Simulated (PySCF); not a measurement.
Mg(OH)(NMe2) (C2H7MgNO), SMILES C[N](C)[Mg][OH]. Atoms are numbered in the order given.

```xyz
12

Mg     0.0000     0.0000    -1.0168
O      0.0000     0.0000    -2.7798
H      0.0000     0.0000    -3.7299
N      0.0000     0.0000     0.8863
C      0.0000     1.1866     1.6961
C      0.0000    -1.1866     1.6961
H     -0.8887     1.2517     2.3627
H      0.8887     1.2517     2.3627
H      0.0000     2.1040     1.0810
H      0.8887    -1.2517     2.3627
H     -0.8887    -1.2517     2.3627
H      0.0000    -2.1040     1.0810
```
Charge 0, spin multiplicity 1.

Coordinates come from a PBE0-D3(BJ)/def2-SVP optimisation. The structure was generated by enumeration; whether it is a known compound was not checked. Other conformers were not sampled.

Method: PySCF with PBE/def2-TZVP.

Atomic charges (e):

```tsv
atom	Löwdin	IAO
Mg1	(withheld)	1.65
O2	-0.38	-1.24
H3	(withheld)	0.37
N4	-0.15	-0.83
C5	-0.38	-0.31
C6	-0.38	-0.31
H7	(withheld)	0.11
H8	(withheld)	0.11
H9	(withheld)	0.12
H10	(withheld)	0.11
H11	(withheld)	0.11
H12	(withheld)	0.12
```

Task: Complete the blanks. (Estimate from the structure and the level; the computed values follow.)

Result: 
- Mg1, Löwdin: 0.48
- H3, Löwdin: 0.15
- H7, Löwdin: 0.10
- H8, Löwdin: 0.10
- H9, Löwdin: 0.12
- H10, Löwdin: 0.10
- H11, Löwdin: 0.10
- H12, Löwdin: 0.12
